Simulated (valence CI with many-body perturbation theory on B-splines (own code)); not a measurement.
## Ba VII: calculated level list

Method: valence CI with perturbative core correlation (CI+MBPT): four valence electrons over a frozen Dirac-Fock core [Kr] 4d10, a basis of 8 s, 8 p, 9 d, 9 f, 6 g, 3 h, 2 i functions for each j, with the one-electron correlation potential Σ1 (screened to all orders), the two-electron term Σ2, the three-electron term Σ3, Breit, model QED; selected single and double excitations, second order for the rest, scaled by the run's own slope (own B-spline code, finite nucleus).

Set against measurement, 25 paired levels are off by 308 cm⁻¹ on average, the worst by 741. These come from a selection out of Sansonetti and Curry, J. Phys. Chem. Ref. Data 39, 043103 (2010). Levels without a partner in it may be off by more, other configurations by several thousand cm⁻¹. 1 measured level below the end of the list, from 223820 cm⁻¹ on, found no clear computed partner.

Levels 46 to 73 of 73, with energies above the lowest level, 5s2 5p2 3P_0. "Leading %" is the weight of the configuration and term that name the level; weights of strongly mixed levels are sums over their largest components and can fall short. In the jj column 3d3/2^4 stands for four electrons in 3d with j = 3/2. Lifetimes count E1, E2, E3, M1 and M2 decay at the calculated energies, and are blank where another channel may lead or the interval is too uncertain; long ones can be off by a factor of two.

```
No.  Configuration  Term  J  E (cm⁻¹)  Leading %                   Leading jj      g  Lifetime
 46      4f 5s 5p2   5G°  5    269000         83  4f7/2 5s 5p1/2 5p3/2 (78 %)  1.279   68.9 ns
 47      4f 5s 5p2   5D°  2    270380         48  4f5/2 5s 5p1/2 5p3/2 (78 %)  1.205   1.65 ns
 48      4f 5s 5p2   5F°  1    272570         59  4f5/2 5s 5p1/2 5p3/2 (89 %)  0.527   2.80 ns
 49      4f 5s 5p2   3G°  3    274030         39  4f7/2 5s 5p1/2 5p3/2 (68 %)  1.125   1.81 ns
 50      4f 5s 5p2   5G°  6    275410         90  4f7/2 5s 5p1/2 5p3/2 (62 %)  1.318   24.9 ns
 51      4f 5s 5p2   3G°  4    276600         65  4f5/2 5s 5p1/2 5p3/2 (56 %)  1.139   4.31 ns
 52      4f 5s 5p2   5D°  0    277520         93  4f5/2 5s 5p1/2 5p3/2 (54 %)          3.12 ns
 53      4f 5s 5p2   3D°  2    277850         43  4f7/2 5s 5p1/2 5p3/2 (41 %)  1.242   2.74 ns
 54      4f 5s 5p2   5F°  5    278240         52  4f7/2 5s 5p1/2 5p3/2 (53 %)  1.305   5.21 ns
 55      4f 5s 5p2   5D°  1    278330         62  4f5/2 5s 5p1/2 5p3/2 (56 %)  1.038   4.75 ns
 56      4f 5s 5p2   5F°  3    280790         61  4f5/2 5s 5p1/2 5p3/2 (49 %)  1.240   2.29 ns
 57      4f 5s 5p2   5F°  2    281690         41  4f5/2 5s 5p1/2 5p3/2 (36 %)  1.059    784 ps
 58      4f 5s 5p2   5F°  4    282270         51  4f7/2 5s 5p1/2 5p3/2 (57 %)  1.245   6.81 ns
 59      4f 5s 5p2   3D°  1    287090         78  4f7/2 5s 5p1/2 5p3/2 (43 %)  0.459    628 ps
 60      4f 5s 5p2   3G°  5    289130         67      4f7/2 5s 5p3/2^2 (33 %)  1.218   14.2 ns
 61      4f 5s 5p2   3F°  4    291900         57  4f5/2 5s 5p1/2 5p3/2 (50 %)  1.161   1.67 ns
 62      4f 5s 5p2   3G°  3    292370         46  4f7/2 5s 5p1/2 5p3/2 (36 %)  0.937    913 ps
 63      5s2 5p 6s   3P°  0    294280         96         5s^2 5p1/2 6s (96 %)          54.3 ps
 64      5s2 5p 6s   3P°  1    295630         71         5s^2 5p1/2 6s (95 %)  1.371   43.5 ps
 65      4f 5s 5p2   3F°  2    295650         86  4f7/2 5s 5p1/2 5p3/2 (61 %)  0.699   1.34 ns
 66            5p4    3P  2    297220         54       5p1/2^2 5p3/2^2 (69 %)  1.388    286 ps
 67      4f 5s 5p2   1G°  4    297290         48  4f7/2 5s 5p1/2 5p3/2 (48 %)  1.053    566 ps
 68      4f 5s 5p2   3F°  2    297970         71      4f5/2 5s 5p3/2^2 (32 %)  0.740    888 ps
 69      4f 5s 5p2   3F°  3    298470         71  4f7/2 5s 5p1/2 5p3/2 (38 %)  1.114    631 ps
 70      4f 5s 5p2   1F°  3    298670         44  4f5/2 5s 5p1/2 5p3/2 (50 %)  0.948    548 ps
 71      4f 5s 5p2   3H°  4    300340         41  4f5/2 5s 5p1/2 5p3/2 (33 %)  0.994    763 ps
 72      4f 5s 5p2   3G°  5    300510         57  4f7/2 5s 5p1/2 5p3/2 (45 %)  1.184    858 ps
 73      4f 5s 5p2   3F°  4    302530         36  4f5/2 5s 5p1/2 5p3/2 (32 %)  1.079    906 ps
```

Names give the largest LS component (configuration and term), which can be under half, so a name can repeat, a term be missing and a line seem to break the LS rules; names also repeat where a configuration has a term twice.

Where two levels of one J and parity lie close, their mixing, g and order are uncertain.
